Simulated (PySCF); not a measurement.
Species: C5H4Cl2O2.
InChI=1S/C5H4Cl2O2/c1-9-5(8)3-2-4(6)7/h4H,1H3

All values: PBE0/def2-SVPD (PySCF, non-relativistic), on one gas-phase PBE0-D3(BJ)/def2-SVP geometry that isn't relaxed in the solvent. The solvent is an IEF-PCM continuum (Bondi radii, 1.10 Å for H, scaled by 1.2), and excitations are vertical TDDFT with non-equilibrium linear response and a frozen core. Specific hydrogen bonds and non-electrostatic terms are outside this model.

Gas-phase singlets (H = HOMO, L = LUMO):

| state | E (eV) | λ (nm) | f | leading configuration |
| --- | --- | --- | --- | --- |
| S1 | 4.683 | 265 | 0.001 | H→L 96% |
| S2 | 5.514 | 225 | 0.004 | H-4→L 86% |
| S3 | 5.538 | 224 | 0.115 | H-1→L 72% |
| S4 | 6.039 | 205 | 0.000 | H-2→L 75% |
| S5 | 6.086 | 204 | 0.001 | H-3→L 85% |

Problem. Give the list for dichloromethane (ε = 8.93), n² = 2.03.

Solution. 
```tsv
state	E (eV)	λ (nm)	f	leading configuration	change by rank (eV)
S1	4.736	262	0.002	H→L 96%	+0.053
S2	5.523	224	0.181	H-1→L 78%	+0.009
S3	5.567	223	0.001	H-5→L 88%	+0.029
S4	6.027	206	0.000	H-2→L 90%	-0.012
S5	6.104	203	0.001	H-3→L 51%	+0.018
```

Problem. What are the lowest 5 singlets in water (ε = 78.36)?

Solution. 
| state | E (eV) | λ (nm) | f | leading configuration | change by rank (eV) |
| --- | --- | --- | --- | --- | --- |
| S1 | 4.747 | 261 | 0.002 | H→L 96% | +0.064 |
| S2 | 5.531 | 224 | 0.176 | H-1→L 78% | +0.017 |
| S3 | 5.580 | 222 | 0.001 | H-5→L 88% | +0.042 |
| S4 | 6.023 | 206 | 0.000 | H-2→L 91% | -0.016 |
| S5 | 6.107 | 203 | 0.001 | H-4→L 45% | +0.021 |

Problem. The ground-state energy changes by -0.287 eV from gas to water. By how much does the total energy of gas-phase S1 change?

Solution. E(S1) = E(S0) + excitation energy, so it changes by -0.287 + 0.064 = -0.223 eV: it is lowered less than the ground state, which is what a blue shift means. This is the vertical state, with the slow part of the continuum still set for S0.

Problem. How do the frontier levels move from gas to water?

Solution. 
```tsv
orbital	gas (eV)	solvent (eV)	change (eV)
LUMO+2	0.12	0.27	+0.15
LUMO+1	-1.12	-1.07	+0.05
LUMO	-2.08	-2.09	-0.01
HOMO	-8.59	-8.66	-0.07
HOMO-1	-8.80	-8.82	-0.02
HOMO-2	-9.30	-9.28	+0.02
HOMO-3	-9.34	-9.33	+0.01
```

The HOMO–LUMO gap goes from 6.51 to 6.58 eV. Rows go by rank; for HOMO-3 and HOMO-2 the atom shares or the degeneracy differ between the runs, so the row needn't follow one orbital.

Conformer computed: `[CH3:1][O:2][C:3](=[O:4])[C:5]#[C:6][CH:7]([Cl:8])[Cl:9]`: C1–O2–C3–O4 0°.
